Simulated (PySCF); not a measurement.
SiBi: from constants to spectrum

UHF-CCSD(T) constants of SiBi, ²Π (doublet), unpaired electrons π ↑ (PySCF, scalar-relativistic core potentials, basis sets Si def2-SVPD, Bi def2-SVPD with ECP60; masses 27.9769 and 208.9804 u):

- ωe: 353.1 cm⁻¹
- ωexe: 1.29 cm⁻¹
- Be: 0.10843 cm⁻¹
- αe: 0.000468 cm⁻¹
- De to Si + Bi: 2.01 eV

**Question.** What force constant and bond length do these constants imply?

**Answer.** Reduced mass μred = 24.674 u; k = 5.8918×10⁻⁷·μred·ωe² (u, cm⁻¹, mdyn/Å) = 1.81 mdyn/Å; Re = √(16.8576/(μred·Be)) (u, cm⁻¹, Å) = 2.510 Å.

**Question.** Estimate the centrifugal constant D from the Kratzer relation and find the Dunham coefficient a1.

**Answer.** D = 4Be³/ωe² = 4.09e-08 cm⁻¹; a1 = −1 − αeωe/(6Be²) = -3.34.

Correlated steps freeze 9 core orbitals. Correlated levels converge slowly with the basis: in double zeta they bind strong bonds too weakly, by up to about 1 eV, and carry superposition errors of some tenths. Spin–orbit coupling is left out, which matters for elements this heavy, above all for dissociation energies. The state is the lowest determinant that a PBE0 search found; another state may lie lower at other levels.
